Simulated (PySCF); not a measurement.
SMILES [CH2]SCC (C3H7S), doublet (CAM-B3LYP/def2-SVP optimised geometry):

```
11

C     -1.422     0.991     0.000
S     -1.072    -0.686     0.000
C      0.747    -0.686     0.000
C      1.369    -0.254    -1.318
H     -2.468     1.281    -0.104
H     -0.678     1.720     0.327
H      1.085    -0.051     0.833
H      1.026    -1.720     0.250
H      1.071     0.772    -1.578
H      2.468    -0.285    -1.254
H      1.051    -0.914    -2.139
```

Computed with PySCF 2.14.0 with unrestricted CAM-B3LYP/def2-TZVP.

What are the frontier orbital energies (α orbitals alone; a β orbital can be the lowest empty one) and the dipole moment?

HOMO-2 -10.49 eV, HOMO-1 -9.91 eV, HOMO -6.29 eV, LUMO 1.93 eV, LUMO+1 2.22 eV; dipole moment 1.49 D.

On the same geometry unrestricted PBE/def2-TZVP in PySCF gives HOMO-2 -7.80 eV, HOMO-1 -7.09 eV, HOMO -3.72 eV, LUMO -0.08 eV, LUMO+1 0.54 eV; dipole moment 1.49 D.

Meta-Löwdin charges at CAM-B3LYP/def2-TZVP: C1 -0.47, S2 0.20, C3 -0.25, C4 -0.33, H5 0.14, H6 0.12, H7 0.11, H8 0.12, H9 0.12, H10 0.11, H11 0.11.
